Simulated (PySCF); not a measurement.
Fill in the blanks.

Species: 2-tert-butylfuran, C8H12O.
Z-matrix (Å and degrees, GFN2-xTB geometry), rows numbered from 1:
```
C 
C   1  1.5343
C   2  1.5284  1  109.80
C   2  1.5342  1  109.62  3  -120.72
C   2  1.5029  1  108.71  3   120.57
C   5  1.3641  2  132.69  1  -120.39
C   6  1.4177  5  106.41  2  -179.97
C   7  1.3578  6  105.85  5    -0.01
O   8  1.3436  7  110.57  6    -0.01
H   1  1.0877  2  110.33  3    60.13
H   1  1.0870  2  110.27  3  -179.83
H   1  1.0881  2  110.33  3   -59.97
H   3  1.0870  2  110.59  1   179.95
H   3  1.0871  2  110.60  1    59.36
H   3  1.0874  2  109.88  1   -60.35
H   4  1.0875  2  110.32  1    60.69
H   4  1.0879  2  110.30  1  -179.29
H   4  1.0870  2  110.25  1   -59.40
H   6  1.0703  5  127.35  2     0.04
H   7  1.0709  6  126.95  5  -179.98
H   8  1.0720  7  132.30  6   179.99
```

```tsv
property	level	value
point group of the GFN2-xTB geometry	GFN2-xTB	Cs
rotational constants A, B, C of the GFN2-xTB geometry	GFN2-xTB	?
dipole moment	PBE0/pcSseg-1	?
HOMO energy	PBE0/pcSseg-1	-6.30 eV
LUMO energy	PBE0/pcSseg-1	0.51 eV
13C chemical shifts (computed TMS as zero) by class	GIAO PBE0/pcSseg-1	?
1H chemical shifts (computed TMS as zero) by class	GIAO PBE0/pcSseg-1	?
isotropic shieldings of nuclei other than C and H, by class	GIAO PBE0/pcSseg-1	35 (O9) ppm
```

Gas-phase values; electronic properties from PySCF, density fitting. Geometry: GFN2-xTB; no solvent or vibrations. NMR classes are plain means over equivalent atoms (diastereotopic ones count apart unless rotation or inversion swaps them), as if these changed places fast; in this geometry the members of some classes differ.

(1) The 13C chemical shifts (computed TMS as zero) by class?

(2) Give the dipole moment.

(3) The rotational constants A, B, C of the GFN2-xTB geometry?

(4) The 1H chemical shifts (computed TMS as zero) by class?

Answers

(1) 169.8 (C5), 145.4 (C8), 116.9 (C7), 109.1 (C6), 35.6 (C2), 30.6 (C1/C3/C4) ppm.

(2) 0.49 D.

(3) 3.092, 1.254, 1.108 GHz.

(4) 7.47 (H21), 6.53 (H20), 6.28 (H19), 1.34 (H10/H11/H12/H13/H14/H15/H16/H17/H18) ppm.

A dipole of 0.49 D is allowed in Cs, and pure rotational transitions are dipole-allowed. The rotational constants make it an asymmetric top with κ = (2B − A − C)/(A − C) = -0.85, nearer the prolate limit (−1). The dipole equals about 1.6 × 10⁻³⁰ C·m (1 D = 3.33564 × 10⁻³⁰ C·m). With B = h/(8π²I), that is 505.379 GHz u Å² over I, the principal moments of inertia are 163.4, 402.9 and 456.1 u Å² (most abundant isotopes); the inertial defect Ic − Ia − Ib is -110.2 u Å² (zero for a rigid planar frame, negative otherwise).
